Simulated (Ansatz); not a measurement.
One change: `ClC[CH2][GeH3]` becomes `F[CH]([GeH3])CCl`.

Ansatz, PBE0-D4/def2-TZVP geometries, multiplicity 1. Each molecule was computed in one conformer, which needn't be the lowest.

Scalar relativity is left out up to krypton.

```
                             property  `ClC[CH2][GeH3]`
   HOMO energy (PBE0/def2-TZVPP) / eV             -8.31
    LUMO energy (PBE/def2-TZVPP) / eV             -0.40
 HOMO–LUMO gap (PBE0/def2-TZVPP) / eV              8.90
    HOMO energy (PBE/def2-TZVPP) / eV             -6.94
LUMO energy (ωB97M-V/def2-TZVPP) / eV              2.24
  LUMO energy (B3LYP/def2-TZVPP) / eV              0.31
```

(1) Give the same properties after the change, and the shifts. (Estimate.)

Answers

(1) Computed: 
```json
{"property": "HOMO energy (PBE0/def2-TZVPP) / eV", "`F[CH]([GeH3])CCl`": "-8.32", "shift": "-0.01"}
{"property": "LUMO energy (PBE/def2-TZVPP) / eV", "`F[CH]([GeH3])CCl`": "-0.77", "shift": "-0.37"}
{"property": "HOMO–LUMO gap (PBE0/def2-TZVPP) / eV", "`F[CH]([GeH3])CCl`": "8.54", "shift": "-0.36"}
{"property": "HOMO energy (PBE/def2-TZVPP) / eV", "`F[CH]([GeH3])CCl`": "-6.96", "shift": "-0.02"}
{"property": "LUMO energy (ωB97M-V/def2-TZVPP) / eV", "`F[CH]([GeH3])CCl`": "1.99", "shift": "-0.25"}
{"property": "LUMO energy (B3LYP/def2-TZVPP) / eV", "`F[CH]([GeH3])CCl`": "-0.06", "shift": "-0.37"}
```

Positive LUMOs are unbound, so they and the gaps depend on the basis.

B3LYP here is the variant with VWN-RPA as its local correlation; programs differ in this.
